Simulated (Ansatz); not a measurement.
SbF, multiplicity 3 (the spin of the measured ground state), most abundant isotopes (18.9984 and 120.9038 u). Constants from fifth-degree fits in 1/R to seven points on the lowest solution found; no spin–orbit coupling, no relativity up to Kr; ω_e x_e and α_e move by some per cent with the fit.

Correlated levels freeze the inner cores; with def2 sets outer-core shells near the valence are correlated too. CBS: X⁻³ extrapolation of the correlation energy, Hartree–Fock from the larger set.

Run with Ansatz (a first-principles code) with Gaussian orbitals. Values without a source in brackets are computed. In def2 rows elements past Kr take small-core potentials, without spin–orbit coupling.

```csv
level,r_e (Å),ω_e (cm⁻¹),ω_e x_e (cm⁻¹),α_e (cm⁻¹)
PBE/def2-TZVPP,1.9484,578.9,2.65,0.00177
"CCSD(T)/CBS(def2-TZVPP, def2-QZVPP)",1.9131,619.7,2.66,0.00178
```

D_e from total energies of the atoms and the molecule: 4.51 eV at PBE/def2-TZVPP.

Derive the rotational constants, the centrifugal constant, the fundamental, the zero-point energy and the force constant, and test the Morse rule for the well depth.


μ = 16.41846 u.
- PBE/def2-TZVPP: B_e = 16.8576/(μ r_e²) = 0.27045 cm⁻¹; B₀ = B_e − α_e/2 = 0.26957 cm⁻¹; D = 4B_e³/ω_e² = 2.36e-07 cm⁻¹; fundamental ω_e − 2ω_e x_e = 574 cm⁻¹; zero-point energy ω_e/2 − ω_e x_e/4 = 289 cm⁻¹; k = μ(2πcω_e)² = 324 N/m; a Morse well would hold ω_e²/(4ω_e x_e) = 3.91 eV against the computed D_e of 4.51 eV
- CCSD(T)/CBS(def2-TZVPP, def2-QZVPP): B_e = 16.8576/(μ r_e²) = 0.28053 cm⁻¹; B₀ = B_e − α_e/2 = 0.27964 cm⁻¹; D = 4B_e³/ω_e² = 2.30e-07 cm⁻¹; fundamental ω_e − 2ω_e x_e = 614 cm⁻¹; zero-point energy ω_e/2 − ω_e x_e/4 = 309 cm⁻¹; k = μ(2πcω_e)² = 371 N/m

Measured for the ground state: ω_e 605 cm⁻¹ [NIST CCCBDB].
